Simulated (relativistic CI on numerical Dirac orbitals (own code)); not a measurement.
# Sc⁺ in a cubic cluster: L2,3 absorption with charge transfer

Computed with a charge-transfer multiplet model of a cubic metal-ligand cluster with up to one ligand hole, Slater and spin-orbit integrals from Dirac-Coulomb-Breit ions, Slater integrals scaled by 0.8. The ground state mixes d2 with configurations of k ligand holes L, whose averages lie at kΔ + k(k − 1)U_dd/2; a core hole lowers each added d electron by U_cd. 300 K, Lorentzian 0.4 eV and Gaussian 0.3 eV FWHM.

Atomic integrals in eV (Slater integrals scaled, ζ unscaled), ground: F2dd 4.710, F4dd 2.885, zeta_d 0.005; with the core hole: F2dd 5.665, F4dd 3.487, zeta_d 0.011, zeta_core 3.011, F2cd 2.887, G1cd 1.958, G3cd 1.107.

Cluster parameters (eV): Δ = 10.4, U_dd = 4.6, U_cd = 5.2, 10Dq(ligand) = 1.4, V(eg) = 1.45, V(t2g) = -0.8, final-state hopping factor = 1.

Weights, n_d and S are thermal averages at 300 K. Photon energies count from the first peak over 30 % of the highest in each spectrum, which can be another peak from case to case. The parameters are a model scan and need not match a compound or its usual spin state. Peaks in eV (height, largest 100): 0.0 (100), 4.9 (59).

Task: Which parameters give this spectrum?
A. 10Dq = 0.5 eV
B. 10Dq = 1.4 eV
C. 10Dq = 0.8 eV

Result: A. 10Dq = 0.5 eV; the ground state then has 2.08 d electrons and S = 1.00. The choice follows from running the model for each set and comparing peak positions and heights.
